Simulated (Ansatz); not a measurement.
Correlation energies of `[SiH2]1[SiH2][GeH2][GeH2][GeH2][SiH2]1` by basis set

```csv
atom,x (Å),y (Å),z (Å)
Si1,1.016,0.589,-1.806
Si2,-1.309,0.866,-1.745
Ge3,-2.162,0.201,0.384
Ge4,-0.476,0.618,2.077
Ge5,1.380,-0.905,1.686
Si6,1.567,-1.366,-0.648
H7,1.656,1.740,-1.107
H8,1.506,0.570,-3.213
H9,-1.933,0.035,-2.813
H10,-1.662,2.291,-1.995
H11,-3.483,0.927,0.700
H12,-2.447,-1.314,0.362
H13,0.023,2.069,1.938
H14,-1.039,0.442,3.499
H15,2.688,-0.269,2.194
H16,1.148,-2.209,2.474
H17,2.935,-1.851,-0.978
H18,0.593,-2.434,-1.009
```

The species carries charge 0 and has multiplicity 1. Correlated methods include outer-core shells of Ge, which these sets cover unevenly. Scalar relativity is left out up to krypton. Geometry: relaxed with PBE0-D4/def2-TZVP. Frozen core, restricted reference, Ansatz 0.2.0.

```
     basis      HF (Eh)  MP2 corr.
  def2-SVP  -7098.84577   -0.99938
def2-TZVPP  -7099.94431   -1.15629
def2-QZVPP  -7100.09543   -1.97555
```

(1) Estimate the CCSD correlation energy and the (T) correction in each basis where they were run (hartree).

## Answers

(1) 
| basis | CCSD corr. | (T) |
| --- | --- | --- |
| def2-SVP | -1.07287 | -0.03484 |
| def2-TZVPP | -1.23659 | -0.04935 |
